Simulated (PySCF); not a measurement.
HOS, SMILES S[O], multiplicity 2.

The structure is a stationary point at r2SCAN-D4/def2-TZVPD.

Computed with ωB97X/def2-TZVPD (PySCF).

Isolated molecule, no solvent.

The total energy is -473.98634 hartree, the point group is Cs and the α spin, highest occupied and lowest empty level comes out as -9.85 and 1.39 eV. The β spin, highest occupied and lowest empty level comes out as -10.77 and -1.19 eV and the dipole moment is 2.36 D. The quadrupole, principal values (traceless, Buckingham form, about the centre of nuclear charge) is -2.33, -0.02, 2.35 D·Å and the mean static polarisability is 26.0 bohr³ (3.86 Å³). The polarisability, principal values comes out as 21.3, 24.4, 32.5 bohr³. The ⟨S²⟩ is 0.757 (pure state 0.75).
